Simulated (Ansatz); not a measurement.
Mulliken charges of FH$_{4}$N$_{2}$Si (`[NH][SiH](N)F`) radical from PBE/def2-TZVPP in Ansatz (PBE0-D4/def2-TZVP geometry).

```json
{"atom": "N1", "x (Å)": "-0.894", "y (Å)": "-0.789", "z (Å)": "-1.268", "charge (e)": "-0.320"}
{"atom": "Si2", "x (Å)": "-0.538", "y (Å)": "0.071", "z (Å)": "0.198", "charge (e)": "0.580"}
{"atom": "N3", "x (Å)": "1.124", "y (Å)": "0.010", "z (Å)": "0.514", "charge (e)": "-0.356"}
{"atom": "F4", "x (Å)": "-1.088", "y (Å)": "1.566", "z (Å)": "0.037", "charge (e)": "-0.278"}
{"atom": "H5", "x (Å)": "-0.605", "y (Å)": "-0.320", "z (Å)": "-2.128", "charge (e)": "0.149"}
{"atom": "H6", "x (Å)": "-1.242", "y (Å)": "-0.531", "z (Å)": "1.344", "charge (e)": "-0.098"}
{"atom": "H7", "x (Å)": "1.844", "y (Å)": "0.237", "z (Å)": "-0.150", "charge (e)": "0.156"}
{"atom": "H8", "x (Å)": "1.491", "y (Å)": "-0.301", "z (Å)": "1.397", "charge (e)": "0.168"}
```

Question: By hand: the dipole of these point charges (1 e Å = 4.8032 D).

Answer: Σ q r = (0.446, -0.154, 0.090) e Å, of length 0.480 e Å = 2.31 D.

Question: How does the dipole of the full density compare? (Best estimate.)

Answer: The calculation gave: (0.572, 0.020, 0.063) e Å, 2.77 D; the point charges give 0.83 times that, at 21° from its direction.

Point charges leave out the atoms' own dipoles, such as those of lone pairs, and Mulliken's split depends on the basis, so the two needn't agree.
